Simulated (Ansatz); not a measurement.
A run of Ansatz (development build ahead of 0.2.0) on singlet H₆ at this shape:

```tsv
atom	x (Å)	y (Å)	z (Å)
H	1.0000	0.0000	0.0000
H	0.5000	0.8660	0.0000
H	-0.5000	0.8660	0.0000
H	-1.0000	0.0000	0.0000
H	-0.5000	-0.8660	0.0000
H	0.5000	-0.8660	0.0000
```

Its results:

* Converged: yes
* Reference energy: -3.23095 hartree
* Correlation energy: -0.06776 hartree
* Total energy: -3.29871 hartree

Forces (eV/Å):
```
atom      Fx      Fy     Fz
  H1  -0.022   0.000  0.000
  H2  -0.011  -0.019  0.000
  H3   0.011  -0.019  0.000
  H4   0.022   0.000  0.000
  H5   0.011   0.019  0.000
  H6  -0.011   0.019  0.000
```

**Question.** Which input gives this output? Name the method, the orbitals and the basis set, and write the input.

**Answer.** RHF-MP2 in 6-31G. An unrestricted run that stays on the closed shell gives the same numbers.

```yaml
crystal:
  periodic: [false, false, false]
  atoms:
    - { symbol: H, position_ang: [1.0, 0.0, 0.0] }
    - { symbol: H, position_ang: [0.5, 0.86603, 0.0] }
    - { symbol: H, position_ang: [-0.5, 0.86603, 0.0] }
    - { symbol: H, position_ang: [-1.0, 0.0, 0.0] }
    - { symbol: H, position_ang: [-0.5, -0.86603, 0.0] }
    - { symbol: H, position_ang: [0.5, -0.86603, 0.0] }
basis:
  gaussian: { orbitals: "6-31G" }
hamiltonian:
  xc: hf
correlation:
  method: mp2
  frozen_orbitals: { H: 0 }
output:
  forces: true
```

Caution: bonds are stretched, where a single reference can fail; stretched shape with no unrestricted run beside it, a lower state can exist.
